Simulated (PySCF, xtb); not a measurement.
diisopropyl selenide (C6H14Se), SMILES CC(C)[Se]C(C)C.

GFN2-xTB in xtb 6.7.1 at its own geometry gives an orbital gap of 3.83 eV and a dipole moment of 2.50 D.

The structure is a stationary point at B3LYP-D3(BJ)/def2-SVP. Other conformers were not sampled.

Task: What does ωB97X/def2-SVP (PySCF) give? (An estimate is asked for; the answer gives what the named calculation found.)

Result: gap 10.90 eV (levels -8.13 and 2.77 eV), dipole 1.56 D.
